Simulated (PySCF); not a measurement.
These 3 structures share the formula C7H16N2Si. Level of theory: PBE0-D3(BJ)/def2-SVP geometry optimisation, gas phase (PySCF 2.14.0). Energies are electronic, without zero-point or thermal terms, for one conformer each. No frequencies were run at this level. Point groups hold within 0.08 Å.

**Question.** Order them by energy at this level, lowest first, and give relative energies in kcal/mol.
A. `[CH2:1]1[CH2:2][CH2:3][CH:4]([SiH:5]2[NH:6][CH2:7][CH2:8][NH:9]2)[CH2:10]1` with C3–C4–Si5–N6 172°, C10–C1–C2–C3 -1°, C1–C2–C3–C4 -24°, C2–C3–C4–Si5 163°, C4–Si5–N6–C7 -134°
B. `[CH3:1][CH:2]([CH3:3])[C:4]1=[N:5][N:6]([SiH3:7])[CH2:8][C@@H:9]1[CH3:10]` with C1–C2–C4–N5 -52°, C4–N5–N6–Si7 -172°, N5–N6–C8–C9 20°, N6–C8–C9–C10 100°, C2–C4–C9–C8 -171°
C. `[CH2:1]1[CH2:2][CH2:3][N:4]([C@H:5]2[CH2:6][CH2:7][NH:8][SiH2:9]2)[CH2:10]1` with C3–N4–C5–C6 63°, C10–C1–C2–C3 -6°, C1–C2–C3–N4 -20°, C2–C3–N4–C5 169°, N4–C5–C6–C7 163°

**Answer.** A (0.0), C (25.4), B (42.2).

As drawn, the lowest has an N–H bond and an Si–C bond, which the highest lacks; the highest has a C=N bond and an N–N linkage, which the lowest lacks.

```json
{"SMILES": "C1CCC([SiH]2NCCN2)C1", "E (Eh)": "-674.49729", "E rel (kcal/mol)": "0.0", "dipole (D)": "0.68", "point group": "C1", "A, B, C (MHz)": "2870, 604.8, 540.2"}
{"SMILES": "C1CCN([C@H]2CCN[SiH2]2)C1", "E (Eh)": "-674.45681", "E rel (kcal/mol)": "25.4", "dipole (D)": "0.94", "point group": "C1", "A, B, C (MHz)": "2629, 679.6, 565.8"}
{"SMILES": "CC(C)C1=NN([SiH3])C[C@@H]1C", "E (Eh)": "-674.42997", "E rel (kcal/mol)": "42.2", "dipole (D)": "2.24", "point group": "C1", "A, B, C (MHz)": "1613, 757.4, 601.3"}
```

**Question.** How do the relative energies change in single points at PBE0/pcSseg-1 (no added dispersion term) on the same geometries?

**Answer.** 
```csv
SMILES,PBE0-D3(BJ)/def2-SVP (kcal/mol),PBE0/pcSseg-1 (kcal/mol),shift
C1CCC([SiH]2NCCN2)C1,0.0,0.0,0.0
C1CCN([C@H]2CCN[SiH2]2)C1,25.4,26.9,+1.5
CC(C)C1=NN([SiH3])C[C@@H]1C,42.2,41.9,-0.3
```

Each column counts from its own lowest isomer. The order is unchanged; the largest shift is 1.5 kcal/mol.
